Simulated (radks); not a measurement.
Initial-state core-level shifts of the arsenic ion As+ when its valence configuration changes from [Ar] 3d10 4s2 4p2. Method: scalar-relativistic Kohn-Sham, PBE, spin-polarised, spherical densities, finite nucleus; open shells are filled with parallel spins first; Fermi nuclear charge, rms radius 4.0968 fm; computed with a radial shooting solver on a logarithmic mesh with Libxc functionals. Shifts are changes of the shell-averaged eigenvalues in eV (positive: less bound); the change of the density at the nucleus, which sets a Mossbauer isomer shift, is in e/bohr^3, on a base of 3.601e+04.

valence                1s       2s       3s       3p  density at nucleus
3d9 4s2 4p3       -13.208  -14.582  -11.739  -11.497             +13.757
3d10 4s1 4p3       -1.241   -1.208   -1.273   -1.263             -24.035
3d10 4s1.5 4p2.5   -0.662   -0.642   -0.673   -0.668             -11.841
3d9.5 4s1.5 4p3    -7.107   -7.758   -6.450   -6.323              -5.950
3d9.5 4s2 4p2.5    -6.508   -7.172   -5.837   -5.716              +6.734
3d10 4p4           -3.401   -3.290   -3.368   -3.352             -48.605
3d8 4s2 4p4       -27.618  -30.516  -24.118  -23.639             +28.487
